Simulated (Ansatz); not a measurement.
ClFH2NSn (`[NH2][Sn]([F])[Cl]`) radical. Charge 0, multiplicity 2. Sn takes the def2 core potential.

Z-matrix (Å, degrees):
```
N
Sn 1 2.044
H 1 1.015 2 113.7
H 1 1.016 2 112.2 3 -123.0
F 2 1.926 1 100.7 3 176.4
Cl 2 2.342 1 106.4 3 -73.5
```

**Question.** List the harmonic frequencies (cm⁻¹, unscaled) at PBE0-D4/def2-TZVP in Ansatz. (An estimate is asked.)

**Answer.** The calculation gave: 93, 131, 156, 218, 353, 514, 600, 646, 800, 1551, 3506, 3611.

**Question.** Is this a minimum?

**Answer.** Yes, all 12 modes are real.

**Question.** Give the ideal-gas thermochemistry at 298.15 K and 1 bar (rigid rotor, harmonic oscillator; point group C1, symmetry number 1).

**Answer.** Zero-point energy 72.8 kJ/mol; H(298) − E = 92.1 kJ/mol; entropy 352.4 J/(mol·K), of which translation 174.2, rotation 114.1, vibration 58.3, electronic 5.8; G(298) − E = -13.0 kJ/mol. Modes under 100 cm⁻¹ are hindered rotations or soft bends, so the harmonic entropy is rough.

**Question.** And at 400, 500, 600, 800 and 1000 K?

**Answer.** 
```csv
T (K),H − E (kJ/mol),S (J/mol/K),G − E (kJ/mol)
400,101.4,379.4,-50.3
500,111.3,401.3,-89.4
600,121.6,420.1,-130.5
800,143.0,450.9,-217.7
1000,165.4,475.8,-310.4
```
